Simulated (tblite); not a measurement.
Compound: C5H13FSi3.
SMILES with atom numbers: `[CH3:1][C:2]#[C:3][CH2:4][Si:5]([SiH3:6])([SiH3:7])[CH2:8][F:9]` (hydrogens: H10, H11, H12 on C1; H13, H14 on C4; H15, H16, H17 on Si6; H18, H19, H20 on Si7; H21, H22 on C8)

Cartesian coordinates in Å at the GFN2-xTB level; atoms count from 1:
```
atom  x, y, z in Å
C1     3.6575    0.9090   -1.1501
C2     2.5865    0.1863   -0.4961
C3     1.7133   -0.4274    0.0502
C4     0.6299   -1.1313    0.6923
Si5   -1.0602   -0.2610    0.3322
Si6   -1.0584    1.8145    1.4022
Si7   -1.5201   -0.4394   -1.9526
C8    -2.3293   -1.3893    1.2762
F9    -2.4013   -2.6292    0.6657
H10    3.5142    0.8901   -2.2305
H11    3.6675    1.9459   -0.8141
H12    4.6200    0.4540   -0.9153
H13    0.6076   -2.1618    0.3271
H14    0.8222   -1.1736    1.7685
H15   -0.1589    1.9016    2.5572
H16   -0.6431    2.8645    0.4708
H17   -2.3884    2.1886    1.8959
H18   -0.2973   -0.6679   -2.7269
H19   -2.1102    0.8151   -2.4381
H20   -2.4609   -1.5095   -2.2897
H21   -3.3427   -0.9811    1.2560
H22   -2.0584   -1.5793    2.3180
```

Calculated harmonic vibrations of the isolated species, GFN2-xTB (tblite), most abundant isotopes, no scaling. The method is semi-empirical: single wavenumbers can be off by several per cent or more. Modes of hydrogen on silicon can be 10 to 20 % off. One conformer, not necessarily the lowest. The optimisation stopped once no atom felt more than 0.01 eV/Å.

Lowest wavenumbers of the output (negative numbers stand for imaginary wavenumbers):
```
mode    cm-1
  1     -23.4
  2     -21.5
  3      13.4
  4      24.1
  5      39.6
  6      55.1
  7      82.2
  8      87.8
  9     123.8
 10     128.2
```

Task: Is this structure a minimum?

Result: Not by this Hessian. 2 modes are imaginary beyond 20i (23i and 22i cm⁻¹), so at this level the point lies at or near a saddle of order 2. The curvature is small, so loose convergence or finite differences may be the whole cause.

Task: Which atoms move in the imaginary modes?

Result: 23i: H16 (Si–H hydrogen) 33 %, H15 (Si–H hydrogen) 33 %, H17 (Si–H hydrogen) 32 %; 22i: H11 (methyl hydrogen) 33 %, H10 (methyl hydrogen) 33 %, H12 (methyl hydrogen) 33 %. These are shares of the mass-weighted motion.

Task: What is the remedy?

Result: Step along such a mode in both directions, optimise again with tighter thresholds and repeat the frequencies. The zero-point energy of this point (94.2 kcal/mol) counts the 58 real modes alone, and thermal corrections from it aren't those of a minimum.
